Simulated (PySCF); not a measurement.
Bi⁺ (bismuth, charge +1) across methods

[Xe] 4f14 5d10 6s1 6p2 6d1, one real determinant (an excited configuration). Calculation: PySCF 2.14, in x2c-TZVPPall with one added diffuse shell each of s, p, d, f type (12s8p7d4f, 99 functions); scalar relativity by spin-free X2C-1e. The B2PLYP total includes its PT2 part (frozen core); its orbital energies are those of the SCF part.

```csv
method,E (hartree),mean ε 6s α (eV),mean ε 6p α (eV),mean ε 6d α (eV),Σ⟨r²⟩ (bohr²),⟨S²⟩
B2PLYP,-21532.82,-29.711,-17.315,-6.096,78.05,6.002
UHF,-21528.27598,-32.544,-19.408,-6.728,79.30,6.005
r2SCANh,-21534.24,-27.802,-16.031,-5.571,77.05,6.004
PBE0,-21534.11,-28.160,-16.323,-5.884,76.78,6.002
PBE,-21534.40,-26.431,-15.109,-5.485,76.50,6.002
r2SCAN,-21534.34,-27.176,-15.595,-5.411,76.98,6.004
LDA,-21521.50,-26.713,-15.255,-5.480,76.31,6.001
TPSS,-21533.53,-26.452,-15.126,-5.406,76.54,6.002
```

⟨L²⟩ = 7.96 against 12 for a pure F term, so this real determinant mixes terms. Spin-orbit coupling is strong in this species (close to jj coupling), so the high-spin LS determinant is a model state, not a physical level. The outer electron is Rydberg-like, and this basis confines it to a smaller radius and binds it less than a complete one would.
